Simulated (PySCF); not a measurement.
A structure optimised at B3LYP-D3(BJ)/def2-SVP, used in a PySCF frequency run:

```
C
C 1 1.3403
H 2 1.0912 1 120.80
Cl 2 1.7242 3 114.87 1 180.00
Br 1 1.8832 2 123.87 3 180.00
Br 1 1.8955 2 119.71 3 0.00
```
Charge 0, spin multiplicity 1.

Task: Write its SMILES, formula and point group.

Result: ClC=C(Br)Br, C2HBr2Cl, Cs

Task: What are its rotational constants (standard atomic weights)?

Result: 1.7791, 0.91912, 0.60603 GHz
